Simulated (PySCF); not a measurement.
Gas-phase equilibrium of 1 mol H2S, 8.9 mol SO2 at 1800 K and 0.133 bar, among 21 species (S2O, SO2, O2, O, S2, S6, HO2, H2S2, H2O, H, H2O2, H2S, O3, SO, SH, H2, S8, S, SO3, H2SO4, OH). Only gases are allowed; each row takes one source of thermochemistry for all species, and Cantera finds the minimum.

Method: PySCF energies plus ideal-gas RRHO corrections (1 bar). † marks an energy on the PBE0/def2-TZVP geometry and frequencies. Open shells (unrestricted) among the columns below: O2 (multiplicity 3), S2 (multiplicity 3), SO (multiplicity 3); the rest are closed-shell singlets. B3LYP is the form with VWN-RPA correlation. The harmonic model lacks anharmonicity and excited electronic states, which grow with temperature; levels with a mode under 35 cm⁻¹ are left out.

Molecules larger than those listed are left out.

Mole fractions:

```tsv
thermochemistry	x SO2	x SO	x O2	x H2O	x S2	x H2	x S2O
B3LYP/def2-TZVP†	0.75	0.11	8.2e-5	0.084	0.039	0.011	0.00066
BLYP/def2-TZVP†	0.76	0.11	6.7e-5	0.069	0.037	0.025	0.0013
M06-2X/def2-TZVP†	0.78	0.067	3.9e-5	0.090	0.053	0.0062	0.00078
PBE/def2-TZVP†	0.79	0.054	3.5e-5	0.075	0.051	0.020	0.0030
PBE0/def2-SVP†	0.48	0.30	0.095	0.085	0.037	0.00045	0.00025
ωB97X-V/def2-TZVP†	0.78	0.074	5.2e-5	0.083	0.049	0.011	0.00060
```
The most sensitive of these is O2: it spans a factor of 10^3.4 over these rows; at this temperature one factor of ten is RT ln 10 = 34 kJ/mol.
